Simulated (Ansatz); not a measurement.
Geometry optimisation, RHF/def2-SVP (Ansatz).

Input file:

```yaml
crystal:
  periodic: [false, false, false]
  atoms:
    - { symbol: Ga, position_ang: [0.0, 0.0, 0.0] }
    - { symbol: O, position_ang: [0.0, 0.0, 1.79] }
    - { symbol: H, position_ang: [-0.9095, -0.2814, 2.1271] }
    - { symbol: O, position_ang: [1.5501, 0.0, -0.895] }
    - { symbol: H, position_ang: [1.85, -0.9519, -1.0499] }
    - { symbol: H, position_ang: [-1.3596, 0.0, -0.785] }
basis:
  gaussian: { orbitals: def2-SVP }
hamiltonian:
  xc: hf
relax:
  f_tol: 0.02
  max_steps: 40
```

Launched with:

```bash
$ ansatz run input.yaml --threads 1 --pin off --max-ram 2048MiB --backend cpu --events-out ev --progress --plain --runs-dir out
```

**Question.** Where does it end, and by what steps?

**Answer.** The forces met the threshold. After 7 steps the energy has fallen by 0.529 eV; H5 moved furthest, 0.64 Å.

```tsv
step	energy less start (eV)	largest force component (eV/Å)	accepted
0	0.0000	3.181	yes
1	-0.1557	3.088	yes
2	-0.2316	2.428	yes
3	-0.4124	0.580	yes
4	-0.4905	0.634	yes
5	-0.5274	0.129	yes
6	-0.5285	0.030	yes
7	-0.5287	0.015	yes
```

```xyz
6
Properties=species:S:1:pos:R:3
Ga -0.160 -0.106 -0.134
O 0.046 -0.269 1.619
H -0.680 -0.148 2.207
O 1.316 -0.370 -1.065
H 2.114 -0.577 -0.605
H -1.505 0.237 -0.834
```

Time of the run: 9.2 s on 1 thread of Arm Neoverse V2, with other jobs on the host, peak memory 0.13 GiB.
